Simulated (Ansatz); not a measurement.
Coupled-cluster diagnostics for BiH2Me (CH5Bi), Ansatz.

Geometry of the singlet (PBE-D4/def2-TZVP):

Cartesian coordinates in Å:
```
Bi 0.635 -0.459 -1.256
H -0.636 -1.744 -1.145
H -0.574 0.667 -1.999
C 0.188 0.297 0.855
H 0.584 -0.433 1.570
H -0.891 0.411 0.986
H 0.694 1.261 0.988
```

In the def2 sets Bi takes a core potential; there is no spin–orbit coupling. Correlated methods freeze 5 core orbitals; core or outer-core shells of Bi are correlated, in sets that lack core-valence functions.

Q: Estimate the CCSD(T) correlation energy, the shares of MP2 and (T), T1 and the reference's ⟨S²⟩ for: charge 0, singlet, own geometry in def2-TZVPP; charge 0, singlet, own geometry in def2-TZVPD; charge 1, doublet, vertical in def2-TZVPP; charge -1, doublet, vertical in def2-TZVPD; and the rough time on 4 threads of Intel Xeon on a shared host.

A: 
```tsv
state	basis	correlation (eV)	MP2 share (%)	(T) share (%)	T1	⟨S²⟩ (pure)	wall time	remarks
charge 0, singlet, own geometry	def2-TZVPP	-17.778	97.4	2.9	0.013	0.00 (0.00)	22 s	–
charge 0, singlet, own geometry	def2-TZVPD	-17.507	97.2	2.9	0.014	0.00 (0.00)	20 s	–
charge 1, doublet, vertical	def2-TZVPP	-16.771	96.1	2.8	0.034	0.81 (0.75)	92 s	–
charge -1, doublet, vertical	def2-TZVPD	-18.074	97.4	3.2	0.019	0.76 (0.75)	90 s	HOMO above zero
```
Customary marks for T1 are 0.02 (closed shells), 0.045 (open shells) and about 0.05 (3d metals). T1 exceeds 0.02 in 1 of 4 rows and 0.045 in 0; the higher it lies, the less the single-reference result can be trusted.
